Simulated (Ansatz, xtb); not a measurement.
**CH7ClGeSi: which of two isomers lies lower**

We compare X, `C[Si@H](Cl)[GeH3]`, a singlet, with Y, `C[SiH2][GeH2][Cl]`, a singlet. Both are isolated molecules in the gas phase, relaxed with PBE0-D3(BJ)/pcseg-1, each in the lowest conformer that the search found.

Quicker runs give these differences E(Y) − E(X): GFN2-xTB −6.5 kcal/mol; HF/STO-3G +2.7 kcal/mol (at GFN2-xTB geometries); r2SCAN-D4/def2-SVP +4.9 kcal/mol (at GFN2-xTB geometries).

Estimate E(Y) − E(X) at the level CCSD(T)/def2-SVP + ΔMP2/def2-TZVPP.

Calculated at CCSD(T)/def2-SVP + ΔMP2/def2-TZVPP: E(Y) − E(X) = +5.8 kcal/mol, so structure X lies lower.

How the difference moves with the method:

```json
{"level": "GFN2-xTB", "geometry": "GFN2-xTB", "E(Y) − E(X) (kcal/mol)": "−6.5", "departure from the last row (kcal/mol)": "−12.3", "job, with rough time for the two": "optimisation, 0.23 s"}
{"level": "HF/STO-3G", "geometry": "GFN2-xTB", "E(Y) − E(X) (kcal/mol)": "+2.7", "departure from the last row (kcal/mol)": "−3.1", "job, with rough time for the two": "single point, 0.82 s"}
{"level": "r2SCAN-D4/def2-SVP", "geometry": "GFN2-xTB", "E(Y) − E(X) (kcal/mol)": "+4.9", "departure from the last row (kcal/mol)": "−0.9", "job, with rough time for the two": "single point, 4.2 s"}
{"level": "PBE0-D3(BJ)/pcseg-1", "geometry": "PBE0-D3(BJ)/pcseg-1", "E(Y) − E(X) (kcal/mol)": "+5.3", "departure from the last row (kcal/mol)": "−0.5", "job, with rough time for the two": "optimisation, 78 s"}
{"level": "HF/def2-SVP", "geometry": "PBE0-D3(BJ)/pcseg-1", "E(Y) − E(X) (kcal/mol)": "+3.8", "departure from the last row (kcal/mol)": "−2.0", "job, with rough time for the two": "part of the CCSD(T) run"}
{"level": "MP2/def2-SVP", "geometry": "PBE0-D3(BJ)/pcseg-1", "E(Y) − E(X) (kcal/mol)": "+5.6", "departure from the last row (kcal/mol)": "−0.2", "job, with rough time for the two": "part of the CCSD(T) run"}
{"level": "CCSD(T)/def2-SVP", "geometry": "PBE0-D3(BJ)/pcseg-1", "E(Y) − E(X) (kcal/mol)": "+5.1", "departure from the last row (kcal/mol)": "−0.7", "job, with rough time for the two": "single point"}
{"level": "CCSD(T)/def2-SVP + ΔMP2/def2-TZVPP", "geometry": "PBE0-D3(BJ)/pcseg-1", "E(Y) − E(X) (kcal/mol)": "+5.8", "departure from the last row (kcal/mol)": "", "job, with rough time for the two": "single point, 40 s"}
```

As drawn, Y has 1 Cl–Ge, 1 Si–H in place of 1 Cl–Si, 1 Ge–H.

GFN2-xTB puts the two in the other order. The largest departure from CCSD(T)/def2-SVP + ΔMP2/def2-TZVPP is that of GFN2-xTB, 12.3 kcal/mol. The last row adds to CCSD(T) the change of the MP2 difference between the two basis sets, here +0.7 kcal/mol.

With harmonic frequencies from PBE0-D3(BJ)/pcseg-1 (ideal gas, rigid rotor, one conformer each, 298.15 K, 1 atm): on the last row, ΔE + ΔZPE = +6.1 kcal/mol. A mode under 50 cm⁻¹ makes harmonic enthalpies and free energies unreliable, so none is given.

The correlated steps freeze 20 core orbitals; the filled d shell of Ge is correlated, in a basis made for valence electrons. Run with Ansatz 0.2.0, xtb 6.7.1; the last row on 2 threads of Intel(R) Xeon(R) Platinum 8259CL CPU @ 2.50GHz (Skylake/Cascade Lake) on a shared host.
